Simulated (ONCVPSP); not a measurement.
Ranking ONCV potentials for iron (Fe)

All share these settings but for the change named:

* Element: iron
* Generator: ONCVPSP 4.0.1
* Type: optimised norm-conserving Vanderbilt (ONCV)
* Functional: BLYP
* Relativity: scalar-relativistic
* Frozen core: [Ne]
* Valence charge: 16
* Reference configuration: 3s2 3p6 3d6 4s2
* Partial waves: 3s+4s: rc 1.30 bohr, ncon 4, nbas 7, qcut 8.9 1/bohr, 2 projectors; 3p: rc 1.05 bohr, ncon 4, nbas 8, qcut 13 1/bohr, 2 projectors, debl 0.8 Ha; 3d: rc 1.05 bohr, ncon 3, nbas 7, qcut 12.3 1/bohr, 3 projectors, debl 2.8 Ha
* Local potential: polynomial inside 0.90 bohr (lpopt 5, dvloc0 0 Ha)
* Core correction: none

In the p channel the program set the typed energies aside and used -2.199, 0.250 Ha.

Test errors are all-electron minus pseudo excitation energies from the reference, over 3s2 3p6 3d6 4s1; 3s2 3p6 3d6 4s0; 3s2 3p6 3d5 4s0; 3s2 3p6 3d6 4s1 4p1. None of these files shows a bound ghost.

The base gives 5.3 meV.

Of 7 variants that were run, those that failed, showed a ghost or another fault, or gave nearly equal values are left out.

(1) Rank these variants by their largest absolute test error, smallest first.
A. all radii scaled by about 1.18 (s 1.54, p 1.24, d 1.24 bohr); local potential polynomial inside 1.06 bohr (lpopt 5, dvloc0 0 Ha)
B. all radii scaled by about 1.22 (s 1.58, p 1.28, d 1.28 bohr); local potential polynomial inside 1.10 bohr (lpopt 5, dvloc0 0 Ha)
C. all radii scaled by about 0.78 (s 1.02, p 0.82, d 0.82 bohr); local potential polynomial inside 0.72 bohr (lpopt 5, dvloc0 0 Ha)
D. all radii scaled by about 0.86 (s 1.12, p 0.90, d 0.90 bohr); local potential polynomial inside 0.78 bohr (lpopt 5, dvloc0 0 Ha)
E. all radii scaled by about 1.11 (s 1.44, p 1.16, d 1.16 bohr); local potential polynomial inside 1.00 bohr (lpopt 5, dvloc0 0 Ha)

## Answers

(1) E (1.5 meV), A (1.7 meV), B (3.0 meV), D (12.3 meV), C (19.0 meV).
